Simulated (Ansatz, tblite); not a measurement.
Forces on the cluster Ag7Sn⁻ at its r2SCAN-D4/def2-SVPD geometry. Charge -1, multiplicity 1.

In the def2 sets Ag, Sn take a core potential; there is no spin–orbit coupling. The xTB rows come from tblite. No other spin state of charge -1 was run. The structure comes from a short search, and lower isomers may exist.

GFN1-xTB (tblite), largest force 1.30 eV/Å:

```xyz
8
positions Å, forces eV/Å
Ag    0.330   -1.509   -0.547    0.082   -0.026   -0.098
Ag   -2.321   -0.973    0.300   -0.108   -0.039   -0.327
Ag   -1.358   -0.524   -2.519    0.358    0.151   -0.096
Ag   -0.842    1.309   -0.498    0.031    0.080   -0.098
Ag    1.770    0.698    3.172    0.046    0.020   -0.061
Ag    1.694    0.697    0.444    0.443    0.187   -0.328
Ag   -0.443   -0.223    2.001   -0.009   -0.005    0.087
Sn    1.170    0.525   -2.353   -0.842   -0.367    0.921
```

PBE-D4/def2-TZVPD (Ansatz), largest force 0.23 eV/Å:

```
Ag 0.093 -0.187 0.012
Ag -0.215 -0.089 -0.020
Ag -0.108 -0.042 -0.182
Ag -0.073 0.197 0.016
Ag 0.126 0.049 0.188
Ag 0.200 0.083 -0.085
Ag -0.093 -0.041 0.142
Sn 0.070 0.030 -0.071
```
